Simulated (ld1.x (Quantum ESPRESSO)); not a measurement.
**Scattering properties, PAW potential for Be**

ld1.x (Quantum ESPRESSO) 7.5 input, shortened:

```
&input
   title='Be', zed=4., rel=1, dft='BLYP', iswitch=3,
   config='[He] 2s1.5 2p0'
 /
 &inputp
   pseudotype=3, lpaw=.true., tm=.true., lloc=-1, rcloc=3.05,
   nlcc=.true.,
   which_augfun='PSQ', rmatch_augfun=1.55
 /
4
2S  1  0   1.50   0.00  1.75  2.15  0.0
2S  1  0   0.00  -0.35  1.75  2.15  0.0
2P  2  1   0.00   0.00  4.10  4.85  0.0
2P  2  1   0.00   1.65  4.10  4.85  0.0
 &test
   configts(1)='2s1.5 2p0'
 /
```

The phase is arctan(r·u′/u) with u = r·R(r), unwrapped; energies in Ry, scanned from -3 to 5 Ry. A pole is an energy at which the radial function vanishes at the test radius. The pseudo phase is shifted by a multiple of π to meet the all-electron one at the reference energy, and phase errors are pseudo minus all-electron; the curves can meet again beyond the range given. Levels narrower than the energy grid can be missing from the lists of poles.

**Question.** For each channel, where are the poles, and over which energies does the pseudopotential scatter like the atom?

**Answer.**

| channel | radius (bohr) | reference energy (Ry) | poles, all-electron | poles, pseudo | unbroken range about the reference energy with phases within 0.05 rad | phase error 1 Ry above the reference energy (rad) |
| --- | --- | --- | --- | --- | --- | --- |
| s | 5.25 | -0.69 | -0.66, 0.70, 2.81 | -0.66, 0.70, 2.81 | below 4.0 | -0.000 |
| p | 5.25 | -0.41 | -0.36, 0.80, 2.69 | -0.35, 1.06, 3.09 | -0.4 to -0.3 | +0.550 |

Phases in the s channel:

| E (Ry) | all-electron | pseudo |
| --- | --- | --- |
| -3.00 | 1.454 | 1.454 |
| -2.52 | 1.442 | 1.442 |
| -2.04 | 1.424 | 1.424 |
| -1.56 | 1.396 | 1.396 |
| -1.08 | 1.337 | 1.337 |
| -0.60 | -1.718 | -1.718 |
| -0.12 | -2.288 | -2.288 |
| 0.36 | -4.523 | -4.523 |
| 0.84 | -4.758 | -4.758 |
| 1.32 | -4.971 | -4.970 |
| 1.80 | -7.316 | -7.313 |
| 2.28 | -7.758 | -7.758 |
| 2.76 | -7.847 | -7.847 |
| 3.24 | -7.912 | -7.910 |
| 3.72 | -8.025 | -8.020 |
| 4.20 | -9.661 | -9.489 |
| 4.68 | -10.849 | -10.843 |
